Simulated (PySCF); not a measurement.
# Stationary points of MoO₂⁺

These are results of PBE0/[Mo def2-TZVP with ECP28, O def2-TZVP], scalar-relativistic core potentials, density fitting, no spin–orbit coupling, PySCF, not measurements.

Relaxations began from a few typed shapes; open shells are unrestricted. The search is not exhaustive: other isomers or separated fragments can lie lower, and high-lying points may rest on an excited occupation.

Q: Which is the lowest minimum found?
A. doublet C2v: Mo–O 1.643 Å (×2); O–Mo–O 105.6°
B. broken-symmetry Ms = 1/2 (⟨S²⟩ 1.85) D∞h: Mo–O 1.712 Å (×2); O–Mo–O 180.0°
C. broken-symmetry Ms = 1/2 (⟨S²⟩ 1.87) C2v: Mo–O 1.715 Å (×2); O–Mo–O 132.4°
D. broken-symmetry Ms = 1/2 (⟨S²⟩ 2.67) C∞v: Mo–O 1.823 Å, O–O 1.210 Å; Mo–O–O 180.0°
E. doublet C2v: Mo–O 1.646 Å (×2); O–Mo–O 111.8°
F. broken-symmetry Ms = 1/2 (⟨S²⟩ 2.31) C2v: Mo–O 1.915 Å (×2), O–O 1.313 Å; Mo–O–O 70.0° (×2), O–Mo–O 40.1°

A: A. The others lie at 29.9 (doublet C2v), 199.8 (broken-symmetry Ms = 1/2 C2v, a saddle point), 216.9 (broken-symmetry Ms = 1/2 D∞h, a saddle point), 387.3 (broken-symmetry Ms = 1/2 C2v), 460.5 (broken-symmetry Ms = 1/2 C∞v) kJ/mol above it.

Formally Mo is in oxidation state +5, d1, with 1 unpaired electron. The Mulliken spin on Mo is 1.04. The polar-tensor charge on Mo, 1.96, is far below the formal one.

For the lowest minimum: open d and f shells are described by one determinant, and the ground state may have another occupation or spin.

The electron or spin density has lower symmetry than the nuclear frame for the broken-symmetry Ms = 1/2 (⟨S²⟩ 2.31) C2v at 387.3 kJ/mol, broken-symmetry Ms = 1/2 (⟨S²⟩ 2.67) C∞v at 460.5 kJ/mol.
